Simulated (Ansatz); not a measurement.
The molecule NaAl, closed-shell singlet (lowest of 2S+1 = 1, 3 at CCSD(T)/def2-TZVPP on PBE0 minima; our sources give no spin for the ground state, which may be another).

The constants come from a fifth-degree fit in 1/R (seven points, main isotopes). In def2 and cc sets the state is the lowest found near the PBE0 minimum, followed along R. The singlet is held restricted. HF and MP2 rows in def2 and cc sets belong to the determinant that coupled cluster picked by its CCSD energy.

Correlated levels freeze the inner cores; with def2 sets outer-core shells near the valence are correlated too.

The values were computed with Ansatz (an electronic-structure program). Each number belongs to the level named beside it.

Question: What bond length and harmonic frequency does HF/def2-TZVPP give?

Answer: r_e = 3.212 Å, ω_e = 190 cm⁻¹.

Question: What bond length and harmonic frequency does B3LYP/def2-TZVPP give, and what D_e (from each atom's lowest state at the same level)?

Answer: r_e = 3.143 Å, ω_e = 187 cm⁻¹, D_e = 0.75 eV.

Question: What bond length and harmonic frequency does CCSD(T)/def2-QZVPP give, and what D_e (from each atom's lowest state at the same level)?

Answer: r_e = 3.123 Å, ω_e = 189 cm⁻¹, D_e = 0.83 eV.

Doubts at one or more of the structures used: a restricted determinant that unrestricted orbitals would lower (HF/def2-TZVPP, CCSD(T)/def2-QZVPP).
